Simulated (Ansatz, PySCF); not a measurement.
CH3ClGa, SMILES [Cl][Ga+][CH3], charge +1.

Geometry optimised at ωB97X-D3(BJ)/def2-TZVP. The spin state was assumed, not searched. The isomer is the one that the SMILES or the coordinates give; other isomers of the formula were not compared.

Vertical ionisation energy (IE) and electron affinity (EA) in eV. Rows of orbital energies are one-electron estimates. Where ΔSCF, EOM or ADC give a negative EA the extra electron is unbound and the value depends on the basis.

```csv
level,IE,EA
"−ε(HOMO), −ε(LUMO), ωB97X/def2-TZVPD (PySCF)",17.81,5.18
"−ε(HOMO), −ε(LUMO), PBE/def2-TZVPD (PySCF)",13.97,8.21
ADC(2)/aug-cc-pVDZ (PySCF),17.42,4.91
"ΔSCF, CAM-B3LYP/def2-SVPD (Ansatz), final states of multiplicity 2 and 2",___,___
"ΔSCF, PBE/def2-SVPD (Ansatz), final states of multiplicity 2 and 2",17.79,5.47
```

**Question.** Fill in the missing entries. (The exact figures need the calculation; the answer reports its results.)

**Answer.** 
- ΔSCF, CAM-B3LYP/def2-SVPD (Ansatz, a program for electronic structure), final states of multiplicity 2 and 2, IE: 18.09
- ΔSCF, CAM-B3LYP/def2-SVPD (Ansatz), final states of multiplicity 2 and 2, EA: 5.45

**Question.** What vertical singlet–triplet gap does ΔSCF give with CAM-B3LYP/def2-SVPD (Ansatz) and with PBE/def2-SVPD (Ansatz)? (An estimate is asked for; the answer gives what the named calculation found.)

**Answer.** 6.22 and 5.84 eV (triplet above singlet where positive).

**Question.** Beyond the first one, list the lowest photoelectron lines from ADC(2)/aug-cc-pVDZ run with PySCF with their pole strengths (two spins summed). (The exact figures need the calculation; the answer reports its results.)

**Answer.** 17.88 eV (1.81), 19.91 eV (1.78), 19.91 eV (1.78), 20.61 eV (1.80).
